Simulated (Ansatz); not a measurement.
CH₅ClGeO, SMILES `C[O][GeH2][Cl]`. The species carries charge 0 and has multiplicity 1.

Z-matrix (Å, degrees):
```
C
O 1 1.410
H 1 1.092 2 107.7
H 1 1.098 2 112.2 3 118.8
H 1 1.098 2 112.2 3 -118.8
Ge 2 1.768 1 117.7 3 -179.8
Cl 6 2.134 2 104.6 1 178.9
H 6 1.537 2 110.2 1 62.0
H 6 1.537 2 110.3 1 -64.4
```

Task: List the harmonic frequencies (cm⁻¹, unscaled) at PBE0-D4/def2-TZVP in Ansatz. (An estimate is asked.)

Result: Ansatz gave: 21, 119, 124, 256, 444, 547, 635, 656, 785, 868, 1115, 1177, 1201, 1477, 1495, 1495, 2158, 2163, 2995, 3050, 3115.

Task: Is this a minimum?

Result: Yes, all 21 modes are real.

Task: Give the ideal-gas thermochemistry at 298.15 K and 1 bar (rigid rotor, harmonic oscillator; point group Cs, symmetry number 1).

Result: Zero-point energy 154.9 kJ/mol; H(298) − E = 174.6 kJ/mol; entropy 353.3 J/(mol·K), of which translation 170.6, rotation 111.6, vibration 71.2; G(298) − E = 69.2 kJ/mol. Modes under 100 cm⁻¹ are hindered rotations or soft bends, so the harmonic entropy is rough.
